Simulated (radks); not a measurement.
All-electron atom: Ba VIII in [Kr] 4d10 5s2 5p1. Method: Dirac Kohn-Sham, BLYP, spin-unpolarised, spherical densities, point nucleus; open shells are shared between the two j in proportion to 2j + 1; computed with a radial shooting solver on a logarithmic mesh with Libxc functionals.

Unscreened Slater integrals over Kohn-Sham orbitals (cm^-1). Large and small components are both included. Empty in this configuration: 4f5/2.

integral,value
"F0(5p3/2,5p3/2)",118490
"F2(5p3/2,5p3/2)",64680
"F0(5p3/2,5p1/2)",120280
"G2(5p3/2,5p1/2)",65313
"F0(5p3/2,5s1/2)",124470
"G1(5p3/2,5s1/2)",84000
"F0(5p3/2,4d5/2)",145340
"F2(5p3/2,4d5/2)",45962
"G1(5p3/2,4d5/2)",13848
"G3(5p3/2,4d5/2)",13639
"F0(5p3/2,4f5/2)",137850
"F2(5p3/2,4f5/2)",54170
"G2(5p3/2,4f5/2)",29515
"G4(5p3/2,4f5/2)",23285
"F0(5p1/2,5p1/2)",122200
"F0(5p1/2,5s1/2)",126690
"G1(5p1/2,5s1/2)",87517
"F0(5p1/2,4d5/2)",149180
"G3(5p1/2,4d5/2)",14931
"F0(5p1/2,4f5/2)",141150
"G2(5p1/2,4f5/2)",32297
"F0(5s1/2,5s1/2)",131920
"F0(5s1/2,4d5/2)",158830
"G2(5s1/2,4d5/2)",19792
"F0(5s1/2,4f5/2)",149310
"G3(5s1/2,4f5/2)",33187
"F0(4d5/2,4d5/2)",249010
"F2(4d5/2,4d5/2)",127000
"F4(4d5/2,4d5/2)",84915
"F0(4d5/2,4f5/2)",215390
"F2(4d5/2,4f5/2)",103460
"F4(4d5/2,4f5/2)",65978
"G1(4d5/2,4f5/2)",123100
"G3(4d5/2,4f5/2)",76642
"G5(4d5/2,4f5/2)",54013
"F0(4f5/2,4f5/2)",191980
"F2(4f5/2,4f5/2)",92405
"F4(4f5/2,4f5/2)",58190
